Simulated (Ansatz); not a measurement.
C2H8B2O can be A, `BCCBO`, or B, `BC(B)(C)O`.

Program: Ansatz. Geometries: PBE0-D4/def2-TZVP. ΔE: electronic, gas phase. CCSD(T)/CBS is the MP2 limit (def2-TZVPP, def2-QZVPP) plus CCSD(T) − MP2 in def2-TZVPP, frozen cores. DFT in def2-TZVPP. B3LYP here is the variant with VWN-RPA as its local correlation; programs differ in this. One conformer a species, not always the lowest.

**Question.** Which isomer does CCSD(T)/CBS put lower? Give the gap. (An estimate is asked.)

**Answer.** Ansatz gave: A, by 221.0 kJ/mol.

**Question.** Give E(B) − E(A) in kJ/mol with CCSD(T)/def2-TZVPP, MP2/def2-TZVPP, HF/def2-TZVPP, B3LYP-D4, PBE-D4, B2PLYP, PBE0-D4. (Estimate.)

**Answer.** The calculation gave: CCSD(T)/def2-TZVPP 221.6, MP2/def2-TZVPP 219.4, HF/def2-TZVPP 264.2, B3LYP-D4 223.6, PBE-D4 198.3, B2PLYP 227.7, PBE0-D4 206.9. None reverses the order clearly.

Largest T1 diagnostic: 0.012.

From PBE to PBE0 (25 % exact exchange), in def2-TZVPP and without D4, E(B) − E(A) moves by +8.0 kJ/mol. The D4 term adds −6.0 kJ/mol with B3LYP and −2.9 kJ/mol with PBE0; it sums over pairs of atoms, weighted by their polarisabilities, and B3LYP, whose exchange is more repulsive, gets the larger term.
